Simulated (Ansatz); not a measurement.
Input file for Ansatz (an electronic-structure program): U-SVWN5/def2-TZVPP on NH2 (SMILES [NH2+]), 2S+1 = 1, a spin state set in the input, which need not be the lowest. Charge +1.

Ansatz 0.2 input:
```yaml
crystal:
  periodic: [false, false, false]
  atoms:
    - {symbol: N, position_ang: [-0.00035518, 0.13719546, 0.02231484]}
    - {symbol: H, position_ang: [-0.84942901, -0.48238715, -0.07809730]}
    - {symbol: H, position_ang: [0.85191529, -0.47798105, -0.07810655]}
basis:
  gaussian:
    orbitals: def2-TZVPP
hamiltonian:
  xc: {name: SVWN5}
total_charge: 1
magnetization: {spin_polarized: true, initial_magnetization: 0}
```

It printed:

```
WARN ansatz: RAYON_NUM_THREADS=2 ignored (pool sized by the plan → 2); use --threads N
Functional definition: SVWN5
integrals: 0.00 GiB planned
273 factors; their error is unknown
mean field: 0.10 GiB planned
mean field evaluation 1: about -1489.4141 eV, gradient 3.8e1 eV
mean field evaluation 2: about -1486.2319 eV, gradient 4.5e1 eV
mean field evaluation 4: about -1495.1517 eV, gradient 3.1e-1 eV
mean field evaluation 8: about -1495.1199 eV, gradient 1.2e0 eV
mean field evaluation 16: about -1495.2854 eV, gradient 1.1e0 eV
mean field evaluation 32: about -1494.7999 eV, gradient 8.2e0 eV
mean field -1495.57775101 eV, -54.9614686105 hartree, gradient 3.2e-5 eV, S^2 0.727559; 5 other end points of the search recorded, 0 dependent functions left out
reference -1495.57776764 eV, -54.9614692217 hartree; 4, 4 occupied and 55, 55 virtual orbitals, 273 factors
Total energy: -1495.57776764 eV, -54.9614692217 hartree
```

Self-consistency was reached. Its determinant has ⟨S²⟩ = 0.73, a mixture of spin states.

Cost: about 0.7 core-seconds (a rough figure).
